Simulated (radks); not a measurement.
The numbers below are computed, except where a source is named.
Spin polarisation of the 4f10 shell in the holmium ion Ho3+. Start: [Xe] 4f(up 5, down 5); electrons of 4f are moved from spin down to spin up, other shells keep equal spins. Code: a radial shooting solver on a logarithmic mesh with Libxc functionals. Model: scalar-relativistic Kohn-Sham, PBE, spin-polarised, spherical densities, finite nucleus; Fermi nuclear charge, rms radius of each element as measured or else 0.836 A^(1/3) + 0.57 fm.

moment (Bohr magnetons)  E - E(0) (eV)  e(4f up) (eV)  e(4f down) (eV)  5p down minus up (eV)  5s down minus up (eV)  4d down minus up (eV)
0                                0.000        -35.091          -35.091                  0.000                 0.000                 0.000
1                               -0.200        -35.478          -34.677                  0.310                  0.429                  0.893
2                               -0.801        -35.836          -34.236                  0.621                  0.858                  1.786
3                               -1.801        -36.166          -33.766                  0.934                  1.289                  2.680
4                               -3.202        -36.468          -33.268                  1.247                  1.722                  3.573

At moment 4 the spin-polarisation energy is -3.202 eV and the 4f exchange splitting 3.199 eV, that is 0.800 eV per Bohr magneton; E = -I m^2/4 would give I = 0.800 eV.
